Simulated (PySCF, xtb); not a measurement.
CH3CdIO, SMILES [O](C)[Cd][I]. One conformer was computed; it need not be the lowest.

Harmonic wavenumbers (cm⁻¹) from GFN2-xTB (xtb) at its own minimum, in rising order: 52, 62, 158, 178, 218, 338, 1055, 1140, 1144, 1413, 1476, 1479, 2861, 2876, 2920.

Question: What does r2SCAN-D4/def2-SVP run with PySCF 2.14.0 give at its own minimum? (Estimate from the structure and the level; the computed values follow.)

Answer: 59, 74, 147, 191, 228, 529, 1110, 1165, 1178, 1464, 1465, 1478, 2940, 3005, 3049. Paired by order, the mean absolute difference is 51 cm⁻¹ and the zero-point energies are 24.8 and 25.9 kcal/mol.
